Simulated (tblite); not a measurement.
Species: C₆H₁₄O₂Si.
Cartesian coordinates in Å at the GFN2-xTB level; atoms count from 1:
```
atom  x, y, z in Å
C1    -2.1901   -0.3165    1.1295
C2    -1.6170   -0.3269   -0.2859
C3    -1.7135    1.0713   -0.8961
Si4    0.1672   -1.0017   -0.3155
O5     0.7653   -1.1384   -1.8369
O6     0.0890   -2.5241    0.2495
C7     1.3173    0.0729    0.7338
C8     2.7800    0.1862    0.3979
C9     1.8826    1.3612    0.2004
H10   -3.2352   -0.0100    1.1202
H11   -1.6380    0.3776    1.7591
H12   -2.1213   -1.3068    1.5704
H13   -2.2399   -0.9969   -0.8875
H14   -2.7423    1.4281   -0.8746
H15   -1.3792    1.0694   -1.9319
H16   -1.0999    1.7741   -0.3364
H17    0.8584   -0.3614   -2.3790
H18    0.7650   -3.1500    0.0023
H19    1.0978    0.0853    1.7946
H20    3.4930    0.2132    1.2084
H21    3.1412   -0.3328   -0.4773
H22    1.9754    2.1993    0.8759
H23    1.6394    1.6539   -0.8109
```

Computed values, GFN2-xTB/tblite, gas phase, harmonic and unscaled. Errors from tens to a few hundred cm⁻¹ against measured bands are possible. One conformer, not necessarily the lowest.

Harmonic wavenumbers (cm⁻¹): 29.8, 50.6, 96.8, 125.4, 135.1, 171.8, 192.3, 231.8, 246.0, 247.0, 262.1, 274.3, 304.2, 346.5, 371.4, 423.7, 599.5, 705.4, 796.8, 810.4, 812.9, 849.7, 874.9, 919.5, 946.4, 953.7, 960.6, 996.8, 1006.4, 1025.3, 1047.5, 1071.9, 1072.8, 1117.5, 1135.5, 1163.0, 1182.8, 1250.1, 1288.1, 1307.3, 1353.1, 1408.6, 1421.3, 1450.9, 1492.6, 1503.6, 1508.1, 1514.5, 1517.0, 2931.9, 3005.5, 3009.5, 3017.8, 3027.8, 3031.7, 3042.6, 3050.2, 3071.8, 3075.8, 3083.0, 3096.5, 3664.2, 3701.3.

A = 1657, B = 1082, C = 924.3 MHz; mass 146.076 u (most abundant isotopes); point group C1, symmetry number 1.

**Question.** Zero-point energy?

**Answer.** ½Σν̃ = 42191 cm⁻¹ = 120.63 kcal/mol.

**Question.** Entropy at 400 K, 1 bar (ideal gas, RRHO, classical rotation)?

**Answer.** Translation 42.33, rotation 30.53, vibration 54.07: S = 126.9 cal/(mol K).

**Question.** And Cp and H(400 K) − H(0)?

**Answer.** Cp = 59.01 cal/(mol K), of which vibrations give 51.06 (their classical limit is 63 R = 125.2); H(400 K) − H(0) = 14.06 kcal/mol without the zero-point energy, 10.88 from vibrations.

**Question.** Which modes carry the vibrational entropy at 400 K?

**Answer.** 29.8 cm⁻¹: 6.43; 50.6 cm⁻¹: 5.38; 96.8 cm⁻¹: 4.09; 125.4 cm⁻¹: 3.59; 135.1 cm⁻¹: 3.44; 171.8 cm⁻¹: 2.98 cal/(mol K); the other 57 give 28.17 together.

**Question.** Blend soft modes into free rotors: weight 1/[1 + (100 cm⁻¹/ν̃)⁴] for the oscillator and the rest for a rotor with moment μB/(μ + B), μ = h/(8π²ν), B = 10⁻⁴⁴ kg m². What vibrational entropy results?

**Answer.** 49.69 cal/(mol K) in place of 54.07, which changes −T·S at 400 K by +1.75 kcal/mol.

Hindered rotation and anharmonicity are outside this model. Other conformers, if any are populated, would add a mixing term that is left out. The structure is chiral; the term R ln 2 for an equal mix with its mirror image is left out.
